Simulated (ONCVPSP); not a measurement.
**An all-electron radial function and its pseudo partner (bismuth)**

Columns: radius, all-electron u(r) and pseudo u(r) of the 5s shell (level -158.47 eV) of bismuth in the configuration [Kr] 4d10 4f14 5s2 5p6 5d10 6s1.75 6p3.25; LDA (Perdew-Wang 92), scalar-relativistic, ONCV scheme, ONCVPSP 4.0.1.

```
r (bohr)  all-electron  pseudo
   0.075        0.0135  0.1479
   0.150        0.4324  0.2976
   0.225       -0.3671  0.4494
   0.300       -0.7541  0.6014
   0.375       -0.4928  0.7491
   0.450        0.0598  0.8858
   0.525        0.6047  1.0029
   0.600        1.0071  1.0928
   0.675        1.2385  1.1485
   0.750        1.3245  1.1666
   0.825        1.3048  1.1469
   0.900        1.2180  1.0928
   0.975        1.0948  1.0106
   1.050        0.9572  0.9087
   1.125        0.8196  0.7963
   1.200        0.6907  0.6817
   1.275        0.5748  0.5723
   1.350        0.4734  0.4730
   1.425        0.3868  0.3866
   1.500        0.3138  0.3137
   1.575        0.2533  0.2532
   1.650        0.2034  0.2033
   1.725        0.1627  0.1626
   1.800        0.1297  0.1297
   1.875        0.1031  0.1031
   1.950        0.0818  0.0817
```

Question: How many radial nodes do the two functions have?

Answer: The all-electron 5s function has n − l − 1 = 4 (the table is too coarse to show those close to the nucleus); the pseudo-wave has 0, since the states of the same l below it are removed with the core.

Question: At about which radius was the pseudo-wave matched?

Answer: 1.45 bohr. The columns agree to 0.0005 from 1.35 bohr on; several derivatives are matched, so the curves merge somewhat inside the radius.

Question: Where does each function peak?

Answer: Outermost all-electron maximum near 0.75 bohr, pseudo maximum near 0.75 bohr (to the table’s step).

Question: Is the pseudo-wave norm-conserving?

Answer: Yes: the ONCV scheme keeps the norm inside the radius equal to the all-electron one, which fixes the energy derivative of the logarithmic derivative at the level.
